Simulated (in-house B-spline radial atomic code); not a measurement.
Ionisation energies along the 38-electron series, configuration 1s2 2s2 2p6 3s2 3p6 3d10 4s2 4p6 4d3/2(2), as differences of self-consistent energies. Dirac energy differences include first-order Breit, QED and recoil terms. NIST's values go from ground level to ground level; the uncertainty of those that are theory runs from under 0.1 % in few-electron ions to several per cent in heavy many-electron ones. Computed with a B-spline radial code for spherical atoms: Dirac-Hartree-Fock, jj configuration that fills j = l - 1/2 first, finite nuclei.

A number in brackets counts the electrons of a j subshell.

| ion | configuration after | ionisation energy (eV) | IE/(q+1)² (eV) | -ε less Coulomb ΔSCF (eV) | Breit and QED recoil part (eV) | tabulated value (eV) | tabulated kind | computed minus tabulated (eV) |
| --- | --- | --- | --- | --- | --- | --- | --- | --- |
| Ce20+ | [Kr] 4d3/2(1) | 577.8 | 1.3103 | 0.81859 | -0.1951 | 579 | tabulated theory | -1.2 |
| Pr21+ | [Kr] 4d3/2(1) | ? | ? | ? | ? | ? | tabulated theory | ? |
| Nd22+ | [Kr] 4d3/2(1) | ? | ? | ? | ? | ? | tabulated theory | ? |
| Pm23+ | [Kr] 4d3/2(1) | 727.8 | 1.2635 | 0.84161 | -0.28276 | 730 | tabulated theory | -2.2 |
| Sm24+ | [Kr] 4d3/2(1) | 781.3 | 1.2501 | 0.84877 | -0.31632 | 782 | tabulated theory | -0.7 |
| Eu25+ | [Kr] 4d3/2(1) | ? | ? | ? | ? | ? | tabulated theory | ? |
| Gd26+ | [Kr] 4d3/2(1) | 893.7 | 1.2259 | 0.86242 | -0.39044 | 895 | tabulated theory | -1.3 |
| Tb27+ | [Kr] 4d3/2(1) | 952.6 | 1.215 | 0.86895 | -0.43113 | 954 | tabulated theory | -1.4 |
| Dy28+ | [Kr] 4d3/2(1) | 1013.2 | 1.2048 | 0.87529 | -0.47433 | 1014 | tabulated theory | -0.8 |
| Ho29+ | [Kr] 4d3/2(1) | 1075.6 | 1.1952 | 0.88147 | -0.52012 | 1077 | tabulated theory | -1.4 |

(1) Fill in the row of Pr21+.

(2) Fill in the row of Nd22+.

(3) Fill in the row of Eu25+.

Results:

(1) ionisation energy (eV): 626.0; IE/(q+1)² (eV): 1.2934; -ε less Coulomb ΔSCF (eV): 0.82654; Breit and QED recoil part (eV): -0.22221; tabulated value (eV): 627; computed minus tabulated (eV): -1.0.

(2) ionisation energy (eV): 676.0; IE/(q+1)² (eV): 1.2779; -ε less Coulomb ΔSCF (eV): 0.83421; Breit and QED recoil part (eV): -0.25141; tabulated value (eV): 678; computed minus tabulated (eV): -2.0.

(3) ionisation energy (eV): 836.6; IE/(q+1)² (eV): 1.2376; -ε less Coulomb ΔSCF (eV): 0.8557; Breit and QED recoil part (eV): -0.3522; tabulated value (eV): 838; computed minus tabulated (eV): -1.4.
